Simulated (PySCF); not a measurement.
# Gas-phase thermal properties of SnF₃

Energies from PySCF, thermal terms from the rigid-rotor harmonic-oscillator model, ideal gas at 1 bar. Open shells (unrestricted): SnF₃ (multiplicity 2). Sn: scalar-relativistic def2 core potential, no spin-orbit coupling. SnF₃: computed as isolated molecules; such fragments, hydroxides, amides, oligomers or adducts are transient or little studied in the gas. The harmonic model lacks anharmonicity and excited electronic states, which grow with temperature; levels with a mode under 35 cm⁻¹ are left out.

```csv
level,point group,σ,ZPE (kJ/mol),S°298 (J/mol/K),Cp298 (J/mol/K),S°1000 (J/mol/K),H1000 − H298 (kJ/mol)
PBE/def2-SVP,C3v,3,13.1,320.1,70.6,414.1,55.2
PBE0/def2-TZVP,C3v,3,14.1,315.9,69.3,409.1,54.8
```
σ: rotational symmetry number. Electronic degeneracy used: 2. Frequencies are unscaled.
